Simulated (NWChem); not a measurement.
System: CH₂O₃Si; SMILES O=C1O[SiH2]O1

NWChem input:

```
start job
memory heap 200 mb stack 900 mb global 1100 mb
geometry units angstroms noautosym nocenter noautoz
  O      0.000000     0.000000     2.112585
  C      0.000000     0.000000     0.921125
  O      0.000000     1.100562     0.065138
  Si     0.000000     0.000000    -1.267039
  O      0.000000    -1.100562     0.065138
  H     -1.251890     0.000000    -2.076629
  H      1.251890     0.000000    -2.076629
end
basis spherical
  * library 6-31g*
end
dft
  xc b3lyp
  iterations 150
end
property
  response 1 0.0773
end
task dft property
```

Output (shortened):

```
             Northwest Computational Chemistry Package (NWChem) 7.3.0
             --------------------------------------------------------

                             Geometry "geometry" -> ""
                             -------------------------

 Output coordinates in angstroms (scale by  1.889725989 to convert to a.u.)

  No.       Tag          Charge          X              Y              Z
 ---- ---------------- ---------- -------------- -------------- --------------
    1 O                    8.0000     0.00000000     0.00000000     2.11258500
    2 C                    6.0000     0.00000000     0.00000000     0.92112500
    3 O                    8.0000     0.00000000     1.10056200     0.06513800
    4 Si                  14.0000     0.00000000     0.00000000    -1.26703900
    5 O                    8.0000     0.00000000    -1.10056200     0.06513800
    6 H                    1.0000    -1.25189000     0.00000000    -2.07662900
    7 H                    1.0000     1.25189000     0.00000000    -2.07662900

 Effective nuclear repulsion energy (a.u.)     229.0098653199

                              NWChem Property Module
                              ----------------------

                                 NWChem DFT Module
                                 -----------------

 Summary of "ao basis" -> "ao basis" (spherical)
 ------------------------------------------------------------------------------
       Tag                 Description            Shells   Functions and Types
 ---------------- ------------------------------  ------  ---------------------
 O                           6-31g*                  6       14   3s2p1d
 C                           6-31g*                  6       14   3s2p1d
 Si                          6-31g*                  8       18   4s3p1d
 H                           6-31g*                  2        2   2s

            General Information
            -------------------
          SCF calculation type: DFT
          Wavefunction type:  closed shell.
          No. of atoms     :     7
          No. of electrons :    46
           Alpha electrons :    23
            Beta electrons :    23
          Charge           :     0
          Spin multiplicity:     1
          Use of symmetry is: off; symmetry adaption is: off
          Maximum number of iterations: 150
          AO basis - number of functions:    78
                     number of shells:    36
          Convergence on energy requested:  1.00D-06
          Convergence on density requested:  1.00D-05
          Convergence on gradient requested:  5.00D-04

              XC Information
              --------------
                         B3LYP Method XC Potential
                     Hartree-Fock (Exact) Exchange  0.200
                        Slater Exchange Functional  0.800 local
                    Becke 1988 Exchange Functional  0.720 non-local
              Lee-Yang-Parr Correlation Functional  0.810
                  VWN I RPA Correlation Functional  0.190 local

             Grid Information
             ----------------
          Grid used for XC integration:  medium
          Radial quadrature: Mura-Knowles
          Angular quadrature: Lebedev.
          Tag              B.-S. Rad. Rad. Pts. Rad. Cut. Ang. Pts.
          ---              ---------- --------- --------- ---------
          O                   0.60       49          11.0       434
          C                   0.70       49           9.0       434
          Si                  1.10       88           8.0       590
          H                   0.35       45          10.0       434
          Grid pruning is: on
          Number of quadrature shells:   374
          Spatial weights used:  Erf1

      Superposition of Atomic Density Guess
      -------------------------------------

 Sum of atomic energies:        -551.73708344

      Non-variational initial energy
      ------------------------------

 Total energy =    -553.615530
 1-e energy   =   -1217.271322
 2-e energy   =     434.645927
 HOMO         =      -0.392086
 LUMO         =       0.026435

   convergence    iter        energy       DeltaE   RMS-Dens  Diis-err
 ---------------- ----- ----------------- --------- --------- ---------
 d= 0,ls=0.0,diis     1   -554.3294408541 -7.83D+02  2.48D-02  1.63D+00
 d= 0,ls=0.0,diis     2   -553.9378398428  3.92D-01  1.63D-02  6.09D+00
 d= 0,ls=0.0,diis     3   -554.5014662690 -5.64D-01  4.14D-03  2.03D-01
 d= 0,ls=0.0,diis     4   -554.5165573016 -1.51D-02  1.45D-03  5.22D-02
 d= 0,ls=0.0,diis     5   -554.5213121623 -4.75D-03  3.02D-04  1.39D-03
  Resetting Diis
 d= 0,ls=0.0,diis     6   -554.5214464410 -1.34D-04  7.43D-05  4.86D-05
 d= 0,ls=0.0,diis     7   -554.5214520643 -5.62D-06  4.51D-05  4.04D-06
 d= 0,ls=0.0,diis     8   -554.5214514749  5.89D-07  2.57D-05  1.03D-05
 d= 0,ls=0.0,diis     9   -554.5214525547 -1.08D-06  5.28D-06  6.20D-07
 d= 0,ls=0.0,diis    10   -554.5214526146 -5.99D-08  7.75D-07  4.87D-09

         Total DFT energy =     -554.521452614613
      One electron energy =    -1218.937066971723
           Coulomb energy =      488.332532853717
    Exchange-Corr. energy =      -52.926783816514
 Nuclear repulsion energy =      229.009865319907

 Numeric. integr. density =       45.999998692651

                       DFT Final Molecular Orbital Analysis
                       ------------------------------------

 Vector   21  Occ=2.000000D+00  E=-3.525060D-01
              MO Center= -5.1D-09,  1.4D-08,  5.2D-02, r^2= 1.8D+00
   Bfn.  Coefficient  Atom+Function         Bfn.  Coefficient  Atom+Function
  ----- ------------  ---------------      ----- ------------  ---------------
    31      0.462292  3 O  px                63     -0.462292  5 O  px
    35      0.350607  3 O  px                67     -0.350607  5 O  px
    56      0.056982  4 Si d -2              24      0.029681  2 C  d -2

 Vector   22  Occ=2.000000D+00  E=-3.296872D-01
              MO Center=  9.2D-09, -2.1D-08,  7.1D-01, r^2= 3.4D+00
   Bfn.  Coefficient  Atom+Function         Bfn.  Coefficient  Atom+Function
  ----- ------------  ---------------      ----- ------------  ---------------
     3      0.448794  1 O  px                 7      0.308890  1 O  px
    31     -0.281972  3 O  px                63     -0.281972  5 O  px
    35     -0.209949  3 O  px                67     -0.209949  5 O  px
    76     -0.198611  6 H  s                 78      0.198611  7 H  s
    17      0.115235  2 C  px                75     -0.110311  6 H  s

 Vector   23  Occ=2.000000D+00  E=-3.104748D-01
              MO Center=  1.4D-09, -2.2D-09,  1.6D+00, r^2= 1.6D+00
   Bfn.  Coefficient  Atom+Function         Bfn.  Coefficient  Atom+Function
  ----- ------------  ---------------      ----- ------------  ---------------
     4      0.596046  1 O  py                 8      0.388548  1 O  py
    33     -0.160384  3 O  pz                65      0.160384  5 O  pz
    34     -0.133336  3 O  s                 66      0.133336  5 O  s
    50      0.131981  4 Si py                22      0.127954  2 C  py
    37     -0.116246  3 O  pz                69      0.116246  5 O  pz

 Vector   24  Occ=0.000000D+00  E=-4.763602D-02
              MO Center= -3.1D-10,  1.2D-08, -1.4D+00, r^2= 3.5D+00
   Bfn.  Coefficient  Atom+Function         Bfn.  Coefficient  Atom+Function
  ----- ------------  ---------------      ----- ------------  ---------------
    54      0.798967  4 Si py                50      0.489759  4 Si py
    34     -0.302507  3 O  s                 66      0.302507  5 O  s
    37      0.198742  3 O  pz                69     -0.198742  5 O  pz
    46     -0.169345  4 Si py                33      0.143833  3 O  pz
    65     -0.143833  5 O  pz                18      0.126189  2 C  py

 Vector   25  Occ=0.000000D+00  E= 1.092280D-02
              MO Center=  4.6D-09, -7.2D-10, -1.4D+00, r^2= 4.5D+00
   Bfn.  Coefficient  Atom+Function         Bfn.  Coefficient  Atom+Function
  ----- ------------  ---------------      ----- ------------  ---------------
    55      1.492807  4 Si pz                20     -0.476778  2 C  s
    76      0.387415  6 H  s                 78      0.387415  7 H  s
    52      0.354121  4 Si s                 23      0.348837  2 C  pz
    34     -0.340826  3 O  s                 66     -0.340826  5 O  s
    51      0.222666  4 Si pz                 6     -0.187042  1 O  s

 Vector   26  Occ=0.000000D+00  E= 1.989401D-02
              MO Center=  3.7D-10, -8.7D-10,  1.0D+00, r^2= 1.7D+00
   Bfn.  Coefficient  Atom+Function         Bfn.  Coefficient  Atom+Function
  ----- ------------  ---------------      ----- ------------  ---------------
    17      0.619355  2 C  px                21      0.549606  2 C  px
     7     -0.419480  1 O  px                 3     -0.398940  1 O  px
    31     -0.202804  3 O  px                63     -0.202804  5 O  px
    53     -0.195296  4 Si px                35     -0.193288  3 O  px
    67     -0.193288  5 O  px                76     -0.185689  6 H  s

     Multipole analysis of the density
     ---------------------------------

     L   x y z        total         alpha         beta         nuclear
     -   - - -        -----         -----         ----         -------
     0   0 0 0     -0.000000    -23.000000    -23.000000     46.000000

[...]

 DFT Linear Response polarizability / au
 Frequency  =       0.0773000 / au
 Wavelength =     589.4353558 / nm
              X              Y              Z
 -----------------------------------------------
 X      28.5981813      0.0000000     -0.0000001
 Y       0.0000000     26.6005450      0.0000000
 Z      -0.0000001      0.0000000     53.2255829
 -----------------------------------------------
 Eigenvalues =      28.5981813     26.6005450     53.2255829
 Isotropic   =      36.1414364
 Anisotropic =      25.6845489
 -----------------------------------------------

 Magnetic Dipole Response Matrix (nonzero elements):

 Exiting AOResponse driver routine
```

Level: B3LYP/6-31G* (spherical d). Coordinates come from a PBE-D3(BJ)/def2-SVP optimisation.
